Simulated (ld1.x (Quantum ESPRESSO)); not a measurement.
**beryllium (Be): one change to an RRKJ potential, before and after**

| Quantity | Value |
| --- | --- |
| Element | Be |
| Generator | ld1.x (Quantum ESPRESSO) 7.5 |
| Type | norm-conserving RRKJ (Kleinman–Bylander form) |
| Functional | PBE |
| Relativity | scalar-relativistic |
| Frozen core | [He] |
| Valence charge | 2 |
| Reference configuration | 2s0.5 2p0 (charge +1.5) |
| Partial waves | 2s (bound): rc 1.70 bohr; 2p (bound, empty): rc 2.80 bohr; 3d channel at 0.15 Ry: rc 3.00 bohr |
| Local potential | all-electron potential smoothed inside 1.60 bohr (lloc = -2) |
| Core correction | none |

All-electron outer shells of the reference configuration (PBE, scalar-relativistic, ld1.x):

```tsv
shell	level (eV)	outermost node (bohr)	outermost maximum (bohr)
2s	-18.02	0.58	1.80
2p	-14.14	–	1.74
```

Change: reference 2s2 2p0.

Cutoffs: the cutoffs (Ry, on a coarse ladder) from which the occupation-weighted sum of valence levels, in a spherical-Bessel basis at the reference potential, stays within 10 and 1 mRy of its value at 400 Ry; they do not see the model core or the augmentation charge, which bear on the density cutoff. Errors are all-electron minus pseudo energies relative to the spin-unpolarised reference configuration.

What does the change do?

The potential gets harder (12 Ry and 21 Ry → 15 Ry and 25 Ry); the number of tests with a reliable result goes from 6 to 5; the range in which the p phases agree widens (upper end 0.2 → 1.2); neither file shows a bound ghost.

| quantity | base | changed |
| --- | --- | --- |
| cutoff, loose | 12 Ry | 15 Ry |
| cutoff, tight | 21 Ry | 25 Ry |
| bound ghosts | none | none |
| largest error over its own tests, meV | +181 | -58 |
| s: phases at 3.26 bohr within 0.05 rad from the reference energy up to (Ry; the scan ends near 5) | 0.4 | 1.3 |
| p: phases at 3.26 bohr within 0.05 rad from the reference energy up to (Ry; the scan ends near 5) | 0.2 | 1.2 |
| d: phases at 3.26 bohr within 0.05 rad from the reference energy up to (Ry; the scan ends near 5) | 2.4 | 3.3 |
